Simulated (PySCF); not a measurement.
# Gas-phase thermal properties of In(CH3)2NH2

Method: PySCF energies plus ideal-gas RRHO corrections (1 bar). All species are closed-shell singlets. In: scalar-relativistic def2 core potential, no spin-orbit coupling. Methyl groups turn as free rotors in In(CH3)2NH2. In(CH3)2NH2: computed as isolated molecules; such fragments, hydroxides, amides, oligomers or adducts are transient or little studied in the gas. The harmonic model lacks anharmonicity and excited electronic states, which grow with temperature; levels with a mode under 35 cm⁻¹ are left out. Soft modes under 120 cm⁻¹ make the harmonic entropy rough for In(CH3)2NH2.

```
level           point group  σ  ZPE (kJ/mol)  S°298 (J/mol/K)  Cp298 (J/mol/K)  S°1000 (J/mol/K)  H1000 − H298 (kJ/mol)
--------------  -----------  -  ------------  ---------------  ---------------  ----------------  ---------------------
PBE/def2-SVP            C2v  2         241.4            386.5            118.9             580.9                  118.6
PBE0/def2-TZVP          C2v  2         249.5            377.9            116.0             568.6                  116.5
```
σ: rotational symmetry number. Electronic degeneracy used: 1. Frequencies are unscaled.
